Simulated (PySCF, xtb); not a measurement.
Si(AsH2)2(H)2 (As₂H₆Si), SMILES [AsH2][SiH2][AsH2].

Geometry: ωB97X-D3(BJ)/def2-SVP. This is a generated structure with no PubChem entry under its InChIKey; it may be hypothetical.

Level of theory: IEF-PCM-M06-2X/def2-SVP (PySCF).

The values are the electrostatic part of the solvation free energy, E(continuum) − E(gas) at the gas-phase geometry, in a cavity of scaled van der Waals radii (PySCF's table); cavitation and dispersion terms are not included. In vacuum the orbital gap is 8.33 eV. The dipole moment in vacuum is 0.50 D.

| solvent | ε | ΔG(elec) (kcal/mol) | dipole (D) | gap (eV) |
|---|---|---|---|---|
| water | 78.36 | -1.6 | 0.85 | 8.39 |
| benzene | 2.27 | -0.6 | 0.62 | 8.36 |
| ethylethanoate | 5.99 | -1.2 | 0.74 | 8.38 |

For comparison, GFN2-xTB/ALPB(water) (xtb, at the GFN2-xTB geometry, all terms of that model) gives -2.0 kcal/mol.
